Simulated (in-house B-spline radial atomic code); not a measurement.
**KLI/ALDAx excitations of Bi3+**

Method: KLI/ALDAx. Computed with an all-electron radial atomic-structure program (B-spline basis): linear response of the closed shell [Xe] 4f14 5d10 6s2 with the adiabatic LDA exchange kernel on the exchange-only KLI potential; scalar-relativistic (spin-free one-electron X2C), finite nucleus, no spin-orbit coupling, no double excitations, S, P, D and F terms only; shells from n = 4 respond. Only terms of natural parity with L up to 3 were computed.

Spin-orbit coupling is strong here, so these LS terms don't match observed levels.

Command:
```bash
python run_td.py task.json out
```
Settings (radii: box in bohr, nucleus in fm):
```
Z                        83
electrons                80
configuration            [Xe] 4f14 5d10 6s2
hamiltonian              x2c
method                   kli
box_radius               23.08
rms_radius               5.5211
intervals                104
```

Run time, properties included: 4.3 s on 1 thread of Intel(R) Xeon(R) Platinum 8488C (Sapphire Rapids), with other jobs on the host.

The lowest states, in the order of their Tamm-Dancoff energies; the method's threshold (minus the highest occupied level) is 43.02 eV. Labels give the largest channel, * marks a mixed state, and oscillator strengths are full-response dipole values. Semilocal kernels can invert the small singlet-triplet splittings of Rydberg terms. Energies in eV:

```tsv
state	full response	Tamm-Dancoff	oscillator strength
6s → 6p 3P	10.763	10.860	-
6s → 6p 1P	13.806	14.237	1.56
6s → 7s 3S	22.990	22.999	-
6s → 6d 3D	23.219	23.238	-
6s → 7s 1S	23.718	23.747	-
6s → 6d 1D	23.895	23.905	-
5d → 6p 3P	26.311	26.346	-
5d → 6p 3F	26.429	26.456	-
6s → 7p 3P	26.979	26.981	-
5d → 6p 1F	27.068	27.071	-
6s → 7p 1P	27.123	27.141	0.198
6s → 5f 3F	?	?	-
6s → 5f 1F	28.279	28.287	-
5d → 6p 1P	?	?	?
6s → 8s 3S	31.37	31.37	-
6s → 8s 1S	31.60	31.60	-
```

Problem. Where does 6s → 5f 3F lie?

Solution. At 27.766 eV in full response, 27.778 eV in Tamm-Dancoff.

Problem. Where does 5d → 6p 1P lie?

Solution. At 28.200 eV in full response, 28.393 eV in Tamm-Dancoff, oscillator strength 0.936.

Problem. How large is the singlet-triplet splitting of 6s → 6p (P terms) in Tamm-Dancoff?

Solution. 3.38 eV, from the unrounded values.

Problem. What polarisabilities and dispersion coefficient does the method give?

Solution. Dipole 9.749 bohr³, quadrupole 27.75 bohr⁵, C6 59.58 hartree·bohr⁶ for two such species.
